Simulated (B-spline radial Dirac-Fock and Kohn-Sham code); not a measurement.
Level of theory: the independent-particle Dirac-Slater model, thresholds from Dirac-Fock; a radial finite-basis atomic code. Kinetic energies are from the vacuum level. Open shells are spread statistically over j, without multiplet splitting. Without correlation, outer binding energies are uncertain by a few eV, most for open f shells.

**Question.** A free atom or ion in its tabulated ground configuration is ionised with Cu Kα (8047.8 eV) photons and gives these photoelectron lines. Identify it and assign the lines.

| kinetic energy (eV) | relative cross section |
| --- | --- |
| 6665.1 | 100.0 |
| 6819.7 | 32.7 |
| 6843.1 | 59.9 |
| 7743.3 | 16.3 |
| 7795.9 | 4.9 |
| 7799.5 | 9.0 |
| 7878.8 | 0.17 |
| 7879.4 | 0.25 |

**Answer.** Zn⁷⁺, [Ar] 3d5. Binding energies are hν less the kinetic energy: 2s 1382.7 eV, 2p1/2 1228.1 eV, 2p3/2 1204.7 eV, 3s 304.5 eV, 3p1/2 251.9 eV, 3p3/2 248.3 eV, 3d3/2 169.0 eV, 3d5/2 168.4 eV.

**Question.** A free atom or ion in its tabulated ground configuration is ionised with 5010 eV photons and gives these photoelectron lines. Identify it and assign the lines.

| kinetic energy (eV) | relative cross section |
| --- | --- |
| 1259.1 | 41.9 |
| 1538.3 | 55.3 |
| 1695.4 | 100.0 |
| 4199.7 | 8.7 |
| 4310.2 | 7.6 |
| 4338.4 | 13.8 |
| 4532.9 | 3.3 |
| 4538.3 | 4.6 |
| 4791.1 | 1.8 |
| 4830.2 | 1.4 |
| 4835.4 | 2.5 |
| 4890.7 | 0.15 |
| 4891.5 | 0.22 |

**Answer.** Pd⁷⁺, [Kr] 4d3. Binding energies are hν less the kinetic energy: 2s 3750.9 eV, 2p1/2 3471.7 eV, 2p3/2 3314.6 eV, 3s 810.3 eV, 3p1/2 699.8 eV, 3p3/2 671.6 eV, 3d3/2 477.1 eV, 3d5/2 471.7 eV, 4s 218.9 eV, 4p1/2 179.8 eV, 4p3/2 174.6 eV, 4d3/2 119.3 eV, 4d5/2 118.5 eV.

**Question.** A free atom or ion in its tabulated ground configuration is ionised with 2810 eV photons and gives these photoelectron lines. Identify it and assign the lines.

```tsv
kinetic energy (eV)	relative cross section
1895.1	42.9
2023.0	52.5
2065.5	100.0
2289.2	53.9
2297.7	76.8
2636.7	9.3
2680.9	9.5
2688.5	17.7
2759.0	6.6
2760.0	9.4
2781.5	1.3
```

**Answer.** Sn²⁺, [Kr] 4d10 5s2. Binding energies are hν less the kinetic energy: 3s 914.9 eV, 3p1/2 787.0 eV, 3p3/2 744.5 eV, 3d3/2 520.8 eV, 3d5/2 512.3 eV, 4s 173.3 eV, 4p1/2 129.1 eV, 4p3/2 121.5 eV, 4d3/2 51.01 eV, 4d5/2 49.99 eV, 5s 28.52 eV.

**Question.** A free atom or ion in its tabulated ground configuration is ionised with 9930 eV photons and gives these photoelectron lines. Identify it and assign the lines.

| kinetic energy (eV) | relative cross section |
| --- | --- |
| 158.8 | 100.0 |
| 8617.3 | 7.3 |
| 8771.9 | 2.0 |
| 8795.3 | 3.6 |
| 9683.9 | 1.1 |
| 9735.2 | 0.28 |
| 9738.5 | 0.51 |
| 9819.9 | 0.010 |
| 9820.4 | 0.015 |

**Answer.** Zn⁵⁺, [Ar] 3d7. Binding energies are hν less the kinetic energy: 1s 9771.2 eV, 2s 1312.7 eV, 2p1/2 1158.1 eV, 2p3/2 1134.7 eV, 3s 246.1 eV, 3p1/2 194.8 eV, 3p3/2 191.5 eV, 3d3/2 110.1 eV, 3d5/2 109.6 eV.

Values without a named source are computed, but for edge energies of neutral atoms, which are taken from tables.
